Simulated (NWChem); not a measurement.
System: C₄H₄F₂; SMILES C#CC(C)(F)F

Input file for NWChem:

```
start job
memory heap 200 mb stack 900 mb global 1100 mb
geometry units angstroms noautosym nocenter noautoz
  C     -0.038785     2.356716     0.000000
  C     -0.051000     1.148384     0.000000
  C     -0.019691    -0.324907     0.000000
  C      1.374516    -0.900962     0.000000
  F     -0.693379    -0.780279    -1.088468
  F     -0.693379    -0.780279     1.088468
  H     -0.040169     3.431884     0.000000
  H      1.917866    -0.572057     0.895217
  H      1.294191    -1.996844     0.000000
  H      1.917866    -0.572057    -0.895217
end
basis spherical
  C library def2-svp
  F library def2-svp
  H library def2-svp
end
dft
  xc m06-2x
  iterations 150
end
cosmo
  dielec 4.8
end
task dft energy
```

Coordinates come from a PBE0/def2-SVP optimisation.

Level: M06-2X/def2-SVP with COSMO at NWChem's default radii, gas-phase geometry; the question gives the dielectric constant.

What results follow from this input? (M06-2X/def2-SVP, COSMO on the gas-phase geometry.) Quantities: electrostatic solvation energy (kcal/mol); dipole in solution (D).


```
Property                                   Value
-----------------------------------------  -----
electrostatic solvation energy (kcal/mol)   -3.4
dipole in solution (D)                      2.78
```
